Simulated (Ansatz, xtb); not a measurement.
Molecule: HfF2, charge 0, multiplicity 3. This is an excited triplet: at this geometry the singlet lies 0.63 eV lower at RI-MP2/CBS(def2-TZVPPD,def2-QZVPPD)+[CCSD(T)-MP2]/def2-TZVPPD. SMILES: [F][Hf][F]
Structure (B3LYP-D3(BJ)/def2-TZVP (Ansatz, an electronic-structure program) minimum search):
```
Hf
F 1 1.9283
F 1 1.9283 2 142.00
```
Charge 0, spin multiplicity 3.

Harmonic wavenumbers from GFN2-xTB (xtb, at its own minimum), cm⁻¹: 51, 509, 566.

Question: Give the harmonic wavenumbers at B3LYP-D3(BJ)/def2-TZVP (Ansatz, finite differences of forces, unscaled).

Answer: 85, 601, 622 cm⁻¹. Zero-point energy 1.9 kcal/mol.

Question: From these and the geometry, give the ideal-gas thermochemistry at 298.15 K and 1 atm (rigid rotor, harmonic oscillator).

Answer: Point group C2v, rotational symmetry number 2. Rotational constants 40.94, 4.001, 3.645 GHz. S(trans) 42.02, S(rot) 22.42, S(vib) 4.63, S(elec, spin only) 2.18, S 71.3 cal/(mol K). H(298) - H(0) 3.04 kcal/mol; G - E(el) -16.3 kcal/mol.
